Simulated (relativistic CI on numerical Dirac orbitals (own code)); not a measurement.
A reference radial Dirac CI calculation of O⁶⁺ gave the lowest total energy -59.14916 Ha in 7 SCF steps, from this input:

```
atom O  Z=8  charge=6  electrons=2
nucleus A=16  rms_radius_fm=2.6991
hamiltonian dirac-coulomb  breit=on  qed=on  c_scale=1
orbitals kli  potential=per-configuration
slater_scale 1
correlation none
mixing on
grid step=0.0125 r_max=12.6
scf mixing=0.4 start=green max_iterations=150 tolerance=2e-08 node_fill=0.05
configurations
  1s2
end
```

One setting was then changed (and the iteration limit cut to 88), and the output read:

```
SCF 1: 1s2
 iter      energy (Ha)   residual   last orbital (Ha)
    1       -60.254433   6.17e-01    -31.62595
    2       -60.335010   3.66e-01    -30.00256
    3       -60.378339   4.59e-03    -27.70793
    4       -60.378379   1.33e-03    -27.73388
    5       -60.378380   1.23e-05    -27.72584
    6       -60.378380   3.28e-06    -27.72593
    7       -60.378380   6.29e-09    -27.72591
orbital energies (Ha): 1s -27.7259
configuration averages (Ha): Dirac-Coulomb, Breit, QED
  1s2                            -60.378380    0.154909    0.007952
levels: no., configuration, term, J, E (cm-1), weight
   1 1s2                    1S   0                0.0  1.00
lowest total energy -60.215519 Ha
end: converged
```

(1) Which setting was changed?
A. speed of light
B. SCF mixing
C. grid step
D. end of the grid

## Answers

(1) A. The speed of light × 0.2. This setting is bad on purpose; its numbers may not be properties of the ion.
